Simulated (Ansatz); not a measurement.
Basis sets compared for the cluster Cu6As⁻ (the lowest singlet isomer of a short search). The state is a singlet with charge -1. Geometry B3LYP-D4/def2-SVPD. Ansatz on 4 threads of Arm Neoverse N1 on a shared host; times are rough, and most runs start from earlier orbitals.

```csv
atom,x (Å),y (Å),z (Å)
As1,0.1158,-1.2735,1.7793
Cu2,-0.1162,-1.0115,-0.8049
Cu3,-1.4310,1.0507,-1.2672
Cu4,1.9078,-0.4772,0.3864
Cu5,-1.8346,-0.3267,0.7376
Cu6,1.2497,0.9428,-1.5188
Cu7,0.1086,1.0953,0.6876
```

The restricted singlet is unstable towards broken spin symmetry in Hartree–Fock (as tested in another run); at PBE-D4/def2-SVP, PBE0-D4/def2-SVP, PBE0-D4/def2-SVPD this wasn't settled. At PBE-D4/def2-SVP the highest occupied level of the charge -1 singlet lies above zero (up to 0.24 eV). By energy differences its removal costs 1.74 eV (vertical, to the charge 0 doublet, at PBE-D4/def2-SVP), and other spins of that charge weren't run; self-interaction error and the lack of diffuse functions both raise the level. The structure comes from a short search, and lower isomers may exist.

| level | functions | energy (Eh) | HOMO (eV) | LUMO (eV) | wall time |
| --- | --- | --- | --- | --- | --- |
| PBE-D4/def2-SVP | 218 | -12075.7880 | 0.24 | 0.93 | 12 s |
| PBE0-D4/def2-SVP | 218 | -12075.8219 | -0.26 | 1.66 | 42 s |

Problem. Estimate the rows for PBE-D4/def2-SVPD, PBE0-D4/def2-SVPD.

Solution. 
| level | functions | energy (Eh) | HOMO (eV) | LUMO (eV) | wall time |
| --- | --- | --- | --- | --- | --- |
| PBE-D4/def2-SVPD | 242 | -12075.8355 | -0.06 | 0.69 | 16 s |
| PBE0-D4/def2-SVPD | 242 | -12075.8630 | -0.53 | 1.42 | 40 s |
